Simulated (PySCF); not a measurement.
**Phosphorus: a sound run and one with changed settings**

Sound run: P⁺ [Ne] 3s2 3p2, P²⁺ [Ne] 3s2 3p1. All numbers are calculated (PySCF 2.14, scalar relativity by spin-free X2C-1e, in cc-pVDZ-DK (4s3p1d, 18 functions)). The sound run starts from symmetry-adapted Hartree-Fock orbitals and uses a fine grid where one is needed.

Changed run: 14 angular points. This setting is unsound on purpose.

```json
{"species": "P⁺", "method": "UHF", "sound run (hartree)": "-341.15877", "changed run (hartree)": "-341.15877", "converged": "yes"}
{"species": "P⁺", "method": "PBE", "sound run (hartree)": "-341.53798", "changed run (hartree)": "-341.53825", "converged": "yes"}
{"species": "P⁺", "method": "PBE0", "sound run (hartree)": "-341.56715", "changed run (hartree)": "-341.56738", "converged": "yes"}
{"species": "P²⁺", "method": "UHF", "sound run (hartree)": "-340.45437", "changed run (hartree)": "-340.45437", "converged": "yes"}
{"species": "P²⁺", "method": "PBE", "sound run (hartree)": "-340.81047", "changed run (hartree)": "-340.81008", "converged": "yes"}
{"species": "P²⁺", "method": "PBE0", "sound run (hartree)": "-340.83854", "changed run (hartree)": "-340.83822", "converged": "yes"}
```

Ionisation energy of P⁺:

| method | sound run (eV) | changed run (eV) |
| --- | --- | --- |
| UHF | 19.168 | 19.168 |
| PBE | 19.796 | 19.815 |
| PBE0 | 19.826 | 19.841 |

A coarse angular grid integrates products of high-l functions wrongly, so density functionals can shift, and the SCF can exploit the error; Hartree-Fock and MP2 need no grid.

For comparison, NIST gives 19.769 eV between the lowest levels.
